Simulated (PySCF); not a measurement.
**Radial density of Si (silicon, neutral)**

UHF, [Ne] 3s2 3p2, high-spin 3P determinant. Calculation: PySCF 2.14, in cc-pVTZ-DK; scalar relativity by spin-free X2C-1e.

```csv
r (bohr),4πr²ρ (e/bohr),4πr²(ρα − ρβ)
0.00151,0.05794,0.0000
0.00254,0.1522,0.0000
0.00427,0.3958,0.0000
0.00718,1.003,-0.0001
0.0121,2.418,-0.0001
0.0203,5.342,-0.0002
0.0342,10.16,0.0000
0.0575,15.01,0.0028
0.0967,14.94,0.0172
0.163,10.21,0.0614
0.274,11.61,0.1223
0.460,14.03,0.0849
0.774,5.989,-0.0028
1.30,1.651,0.3664
2.19,1.746,0.8115
3.68,0.5442,0.3573
6.19,0.03210,0.0279
```

Densities and radii are taken from the X2C orbitals without a picture-change correction, which distorts them close to the nucleus.

Where is the radial spin density 4πr²(ρα − ρβ) most negative, and why is it negative at all?

Around r = 0.774 bohr, down to -0.0028 e/bohr: exchange with the open shell polarises the paired shells in an unrestricted calculation.
